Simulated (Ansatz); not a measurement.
The cluster NaSn₆⁻, relaxed as a singlet with RKS r2SCAN-D4/def2-SVPD in Ansatz, starting from the GFN2-xTB geometry. Force threshold 0.02 eV/Å.

In the def2 sets Sn takes a core potential; there is no spin–orbit coupling. The restricted singlet is unstable towards broken spin symmetry in Hartree–Fock (as tested in another run); at r2SCAN-D4/def2-SVPD this wasn't settled. Another isomer (singlet) lies 0.34 eV lower at PBE0-D4/def2-TZVPD; other spin states weren't run for this one.

Start:

| atom | x (Å) | y (Å) | z (Å) |
| --- | --- | --- | --- |
| Na1 | 2.529 | 0.764 | -0.529 |
| Sn2 | -0.008 | -1.036 | 2.537 |
| Sn3 | -1.679 | -0.947 | 0.001 |
| Sn4 | 1.006 | -1.847 | 0.154 |
| Sn5 | -0.026 | -0.024 | -2.106 |
| Sn6 | -0.160 | 1.200 | 1.036 |
| Sn7 | -1.663 | 1.890 | -1.093 |

| step | energy (eV) | largest force component (eV/Å) | SCF passes |
| --- | --- | --- | --- |
| 1 | -39423.8484 | 2.214 | 19 |
| 2 | -39424.4323 | 0.604 | 29 |
| 3 | -39424.5341 | 0.156 | 30 |
| 4 | -39424.5425 | 0.125 | 24 |
| 5 | -39424.5536 | 0.185 | 29 |
| 6 | -39424.5650 | 0.092 | 25 |
| 7 | -39424.5686 | 0.036 | 25 |
| 8 | -39424.5702 | 0.017 | 24 |
| 9 | -39424.5703 | 0.016 | 25 |
| 10 | -39424.5708 | 0.008 | 26 |
| 11 | -39424.5731 | 0.102 | 30 |
| 12 | -39424.5781 | 0.074 | 26 |
| 13 | -39424.5852 | 0.068 | 31 |
| 14 (rejected) | -39424.4653 | 0.741 | 32 |
| 15 | -39424.5896 | 0.038 | 25 |
| 16 | -39424.5900 | 0.044 | 25 |
| 17 | -39424.5905 | 0.009 | 26 |

Force components are those of the run's own axes.

End:

Cartesian coordinates in Å:
```
Na 2.347 0.663 0.043
Sn 0.542 -0.935 2.268
Sn -1.814 -0.946 0.201
Sn 0.983 -2.292 -0.227
Sn 0.064 -0.119 -2.042
Sn -0.482 1.617 1.139
Sn -1.640 2.012 -1.383
```

Bonds formed: Na1–Sn2 (atoms count from 1).

The force fell under the threshold at step 8, but the optimiser went on and released 0.020 eV more. No frequencies were taken in this run, so the end may be a saddle point.

Hardware: 4 threads of Arm Neoverse V1 on a shared host. Wall time 3.2 min.
